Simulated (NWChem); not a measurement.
System: C3H4FNSi; SMILES [SiH3]/C(=C/C#N)F

Here is an NWChem input.

```
start job
memory heap 200 mb stack 900 mb global 1100 mb
geometry units angstroms noautosym nocenter noautoz
  N     -0.047998    -3.226287     0.000000
  C     -0.342462    -2.104336     0.000000
  C     -0.730402    -0.735270     0.000000
  C      0.149826     0.282245     0.000000
  F      1.454354     0.017008     0.000000
  Si    -0.286010     2.126838     0.000000
  H     -1.800087    -0.511141     0.000000
  H     -1.771378     2.233465     0.000000
  H      0.297019     2.754504     1.218744
  H      0.297019     2.754504    -1.218744
end
basis spherical
  * library 6-311g**
end
dft
  xc xpbe96 cpbe96
  iterations 150
end
tddft
  cis
  ecut -23.0
  nroots 6
  notriplet
end
task tddft energy
```

All runs use the structure optimised with PBE0/def2-SVP.

Core excitations by TDA in a window of 1s orbitals, non-relativistic and unshifted: absolute energies depend strongly on the exact-exchange share.

### Question
Give the results of this calculation. (PBE/6-311G** (spherical d), restricted-window TDA.) Quantities: first 1s excitation (eV); dipole oscillator strength of the first; first state with f > 0.002 (eV); dipole oscillator strength of that state.

### Answer
```
Item                                       Value
----------------------------------------  ------
first 1s excitation (eV)                   658.4
dipole oscillator strength of the first   0.0059
first state with f > 0.002 (eV)            658.4
dipole oscillator strength of that state  0.0059
```
